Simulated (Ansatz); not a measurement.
C2HAlF2O (`F[C]1=C[O][Al]1[F]`). Total charge 0; spin multiplicity 1. The structure was optimised at the PBE0-D4/def2-TZVP level.

```xyz
7

F     0.395    2.144    0.511
C     0.215    0.855    0.243
C    -0.776    0.321   -0.496
O    -0.707   -1.058   -0.603
Al    0.734   -0.958    0.396
F     1.739   -2.116    0.956
H    -1.601    0.812   -1.006
```

(1) What is the dipole moment at PBE/def2-TZVPP? (Best estimate.)

(2) And with r2SCAN, B3LYP, ωB97M-V? (An estimate is asked.)

(3) Give the Mulliken charges with PBE, ωB97M-V, r2SCAN in def2-TZVPP. (Estimate.)

Answers

(1) Ansatz gave: 0.13 D, with components (-0.07, 0.10, -0.04) D in this frame, pointing from negative to positive charge.

(2) Ansatz gave: r2SCAN 0.05 D, B3LYP 0.04 D, ωB97M-V 0.03 D.

(3) The calculation gave: 
```json
{"atom": "F1", "PBE": "-0.15", "ωB97M-V": "-0.19", "r2SCAN": "-0.20"}
{"atom": "C2", "PBE": "-0.07", "ωB97M-V": "-0.10", "r2SCAN": "-0.17"}
{"atom": "C3", "PBE": "0.18", "ωB97M-V": "0.21", "r2SCAN": "0.28"}
{"atom": "O4", "PBE": "-0.34", "ωB97M-V": "-0.41", "r2SCAN": "-0.43"}
{"atom": "Al5", "PBE": "0.53", "ωB97M-V": "0.66", "r2SCAN": "0.71"}
{"atom": "F6", "PBE": "-0.26", "ωB97M-V": "-0.29", "r2SCAN": "-0.30"}
{"atom": "H7", "PBE": "0.11", "ωB97M-V": "0.12", "r2SCAN": "0.10"}
```

B3LYP here is the variant with VWN-RPA as its local correlation; programs differ in this.
